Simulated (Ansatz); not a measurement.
Born–Oppenheimer molecular dynamics of BBrClFH$_{2}$ (6 atoms, charge 0, multiplicity 1). It starts at the highest image of a converged band, a first-order saddle point between two minima.

Method: Ansatz, RKS PBE/def2-SVP.

| Item | Value |
| --- | --- |
| ensemble | NVE (velocity Verlet) |
| time step | 0.5 fs |
| steps asked | 200 |
| starting velocities drawn for | 100 K |
| seed | 7256 |

First frame:

```xyz
6
Properties=species:S:1:pos:R:3
B 0.008 -0.241 0.069
Cl -0.001 0.263 2.042
H 1.065 0.076 -0.423
F -1.163 0.070 -0.480
Br 0.090 -2.396 0.532
H 0.044 -1.285 1.844
```

Q: How far do the bonds stretch over the last three quarters of this one trajectory? (Pairs bonded in most of those frames.)

A: 
```csv
bond,mean (Å),spread (Å),shortest,longest
B1–H3,1.211,0.002,1.21,1.21
B1–F4,1.328,0.012,1.31,1.35
B1–Br5,1.992,0.070,1.88,2.17
Cl2–H6,1.327,0.043,1.26,1.44
```

Pairs bonded in part of these frames only: B1–Cl2 38 %.

Mean temperature of the second half: 613 K. The conserved energy stayed within 0.039 meV per atom of its start (net change 0.031 meV per atom), so the integration is sound. The kinetic energy rose, since the run started high on the potential surface and went downhill. It ends in pieces (BBrFH + ClH), so much of that is their flight and rotation, not heat. A run of 0.1 ps of so small a system gives no equilibrium averages. The orbitals stay closed-shell, which can raise the energy where a bond breaks towards radicals; this wasn't checked here.

Run time: 3.2 min on 2 threads of Arm Neoverse V2 (shared host), peak memory 0.12 GiB.
